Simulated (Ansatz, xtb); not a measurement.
# Isomers of C4H6GeOSe in order of energy

3 gas-phase structures of C4H6GeOSe, from a drawn sample of its isomers (lower ones may exist). Each was relaxed with GFN2-xTB; where two conformers were screened, the lower at r2SCAN-D4/def2-SVP is listed:

A. `CC1=C[C](=O)[GeH2][Se]1`, a singlet
B. `[SeH][GeH2][c]1ccco1`, a singlet
C. `[GeH3][O]c1cc[se]c1`, a singlet

**Question.** Make a reasoned guess at their ranking by r2SCAN-D4/def2-SVP single-point energy.

**Answer.** Calculated order at r2SCAN-D4/def2-SVP: A (0.0), B (4.9), C (16.9) kcal/mol.

Energies above the lowest of each column, in kcal/mol; the last columns are at B3LYP/def2-SVP geometries:

| structure | GFN2-xTB | HF/STO-3G | r2SCAN-D4/def2-SVP | B3LYP/def2-SVP | CCSD(T)/def2-SVP + ΔMP2/def2-TZVPP |
| --- | --- | --- | --- | --- | --- |
| A | 14.0 | 9.2 | 0.0 | 0.0 | 0.0 |
| B | 0.0 | 0.0 | 4.9 | 2.8 | 4.5 |
| C | 10.4 | 23.8 | 16.9 | 15.7 | 12.3 |

CCSD(T)/def2-SVP + ΔMP2/def2-TZVPP puts A lowest; GFN2-xTB picks B, HF/STO-3G picks B. Flexible structures stand in one conformer each, not always the lowest. The ΔMP2 step shifts differences by up to 5.0 kcal/mol, which makes them less sure. ΔMP2 is the change of the MP2 energy from the smaller to the larger basis.

Programs: Ansatz 0.2.0, xtb 6.7.1.
